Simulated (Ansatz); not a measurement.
The same path of Cl₂H₄MgSi (8 atoms, charge 0, multiplicity 1) was run twice with different band settings. Lost on the way: Mg1–Si2, H4–Cl5. Made: Si2–H4.

Theory: Ansatz, RKS BHLYP/6-31G*.

Relaxed end points:

```xyz
8
Properties=species:S:1:pos:R:3
Mg -0.828 -1.046 -0.624
Si 1.071 -0.237 0.902
Cl -2.261 -2.300 -1.752
H -0.800 2.137 -0.790
Cl -1.659 1.457 -1.454
H 2.418 -0.779 0.593
H 1.210 1.246 0.777
H 0.850 -0.478 2.349
```

```xyz
8
Properties=species:S:1:pos:R:3
Mg -1.558 -0.152 -1.273
Si 1.069 0.119 0.869
Cl -1.299 -2.301 -0.886
H 0.009 0.557 -0.091
Cl -2.337 1.746 -2.046
H 1.980 -0.772 0.141
H 1.739 1.355 1.299
H 0.397 -0.554 1.987
```

Common settings: movable images 7; climbing image yes; spring 5.0 eV/Å²; optimiser quadratic models (default); force threshold 0.03 eV/Å; iteration limit 60; end points relaxed.

| run | start path |
| --- | --- |
| 1 | through a guess of the saddle point |
| 2 | straight line |

Task: What does each run give, and how far can it be trusted?

Result: Run 1: converged after 10 iterations, highest image 0.443 eV above the first end. A vibrational analysis at the climbing image gives one clearly imaginary mode, 787i cm⁻¹: a first-order saddle point.
Run 2: converged after 12 iterations, highest image 0.443 eV above the first end. Another band between the same ends (7 images) ends at a top of the same energy, where a vibrational analysis finds 1 clearly imaginary mode.
The orbitals stay closed-shell, which can raise the energy where a bond breaks towards radicals; this wasn't checked here.
